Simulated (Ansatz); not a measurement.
Consider the ligand exchange at the Si–F bond: `O[SiH](F)CCl` + H₂S → `O[SiH](S)CCl` + H–F.

Calculated with Ansatz (gas phase, PBE0-D4/def2-TZVP geometries, no zero-point term in ΔE). CBS: MP2 limit from def2 TZ/QZ plus the TZ coupled-cluster correction, frozen cores. This one scheme is used for every species. DFT in def2-TZVPP. Each species was taken in one conformer, which may not be the lowest.

```
       species  r2SCAN0 energy (Eh)
`O[SiH](F)CCl`           -965.32942
           H₂S           -399.36997
`O[SiH](S)CCl`          -1264.23139
           H–F           -100.43389
```

Q: Work out ΔE.

A: ΔE = (-1264.23139) + (-100.43389) − (-965.32942) − (-399.36997) = 0.03411 Eh = +21.4 kcal/mol. CCSD(T)/CBS gives +20.3 kcal/mol.

Largest T1 diagnostic among the species: 0.011.

In def2-TZVPP, CCSD(T) changes the Hartree–Fock value by −5.8 kcal/mol (the triples alone add −1.1 kcal/mol) and MP2 by −7.4 kcal/mol. From BLYP to BHLYP (50 % exact exchange), in def2-TZVPP and without D4, ΔE moves by +1.1 kcal/mol.
